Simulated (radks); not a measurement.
Exchange energies: the exact (Fock) value of the Kohn-Sham orbitals and density-functional approximations, in hartree. Species: Tl2+ [Xe] 4f14 5d10 6s1; Ar [Ar]. All-electron calculation, non-relativistic Kohn-Sham, PBE, spin-polarised, spherical densities, point nucleus. Program: a radial shooting solver on a logarithmic mesh with Libxc functionals. Every spin shell is full or empty, so the densities are truly spherical. Functionals are evaluated on that one density, not self-consistently.

| functional | Tl2+ | Ar |
|---|---|---|
| exact | -351.707 | -30.1460 |
| LDA | -338.40 | -27.852 |
| B88 | -351.93 | -30.139 |
| PBEsol | -345.42 | -29.129 |
| revPBE | -350.80 | -30.093 |
| RPBE | -350.91 | -30.133 |
| OPTX | -358.44 | -30.172 |
| WC | -349.52 | -29.689 |
| AM05 | -339.10 | -28.121 |
| G96 | -353.34 | -30.171 |
| EV93 | -349.90 | -30.438 |
| revTPSS | -348.54 | -29.990 |
| r2SCAN | -351.08 | -30.156 |
| TASK | -345.37 | -29.264 |
| MVS | -351.99 | -30.097 |
